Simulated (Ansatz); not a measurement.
Ansatz (a quantum-chemistry and plane-wave program) input:
A basis named .json is the Basis Set Exchange file of that set.

Ansatz 0.2 input:
```yaml
crystal:
  periodic: [false, false, false]
  atoms:
    - {symbol: Ga, position_ang: [-0.00000000, -0.00000000, -0.40082716]}
    - {symbol: F, position_ang: [0.00000000, 0.00000000, 1.38062690]}
basis:
  gaussian:
    orbitals: cc-pVTZ
    fitting: {mean_field: def2-universal-jkfit, correlation: cc-pVTZ-RIFIT.json}
magnetization: {spin_polarized: true, initial_magnetization: 2}
correlation: {method: mp2, electrons: outside_noble_gas}
```

**Question.** Which total energy does the run end on?

**Answer.** -2023.00216 Eh (RI-MP2/cc-pVTZ). The basis has 73 functions.

This is an excited triplet: at this geometry the singlet lies 3.72 eV lower at CCSD(T)/CBS(aug-cc-pVTZ,aug-cc-pVQZ).
